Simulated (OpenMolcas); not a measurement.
**Ho3+ in CaO: curves along the breathing mode**

Ho3+ with its 6 nearest oxide ions, on the Ca site of CaO (a = 4.8105 Å, distance in the model lattice 2.405 Å). The rest of the host is ab initio model potentials to 7.6 Å, with orthogonalisation functions on the cations behind the ligands, and point charges beyond; the distance is set by hand and nothing relaxes, and no local charge compensation is placed. Ligand basis ANO-RCC-VDZP.

```
Program             : OpenMolcas
Method              : CASSCF
Basis               : ANO-RCC-VDZP [7s6p4d2f1g]
Scalar Hamiltonian  : DKH2, point nucleus
Active space        : 10 electrons in 7 orbitals (4f)
State averaging     : 2S+1 = 5 even, 35 roots (30 in the spin-orbit step); 2S+1 = 3 even, 103 roots kept (CI in the orbitals of an earlier block); 2S+1 = 1 even, 31 roots kept (CI in the orbitals of an earlier block)
Spin-orbit coupling : state interaction with AMFI integrals over the reference wave functions
```

Spin-free energies (labels of O, the rotations of Oh) in cm-1 above the lowest fitted minimum, as all ligands move together:

| R (Å) | 5A2 | 5T2 | 5E | 5T1 | 5T2(2) | 5A1 | 5T1(2) |
| --- | --- | --- | --- | --- | --- | --- | --- |
| 2.171 | 720 | 870 | 960 | 1380 | 1420 | 1440 | 18530 |
| 2.222 | 110 | 240 | 320 | 710 | 740 | 760 | 17910 |
| 2.273 | 2550 | 2660 | 2740 | 3090 | 3110 | 3130 | 20340 |
| 2.324 | 7700 | 7800 | 7870 | 8190 | 8220 | 8230 | 25480 |
| 2.376 | 15490 | 15590 | 15660 | 15950 | 15980 | 15990 | 33270 |
| 2.427 | 25470 | 25560 | 25620 | 25890 | 25920 | 25930 | 43250 |
| 2.478 | 37660 | 37740 | 37800 | 38060 | 38080 | 38090 | 55430 |

Cubic fits give the following; the wavenumber is harmonic, with the mass of all moving ligands, small differences in it between states hang on the degree of the fit, a number in brackets counts states of one label, and the table is a selection of at most 14 states with clean curves.

| State | R0 (Å) | Breathing mode (cm-1) | Minimum (cm-1) |
| --- | --- | --- | --- |
| 5A2 | 2.206 | 637 | 0 |
| 5T2 | 2.206 | 637 | 130 |
| 5E | 2.206 | 638 | 220 |
| 5T1 | 2.207 | 638 | 610 |
| 5T2(2) | 2.207 | 638 | 650 |
| 5A1 | 2.207 | 638 | 670 |
| 5T1(2) | 2.206 | 637 | 17800 |
| 5A1(2) | 2.206 | 638 | 18000 |
| 5T2(3) | 2.206 | 638 | 18110 |
| 5A2(2) | 2.207 | 638 | 18370 |
| 3T1 | 2.206 | 637 | 21300 |
| 3T2 | 2.206 | 638 | 21320 |
| 3A2 | 2.206 | 638 | 21380 |
| 3T2(2) | 2.206 | 638 | 21400 |

For an f ion spin-orbit coupling outweighs the ligand field, so these spin-free curves are not those of observable levels.

High states are left out of the spin-orbit mixing, which shifts the levels that they would mix with. Without dynamic correlation the ligand-field splitting of an f shell can come out too small, at times by half. A group larger than the point group allows holds several states that coincide in this model. No measured value stands beside these numbers.
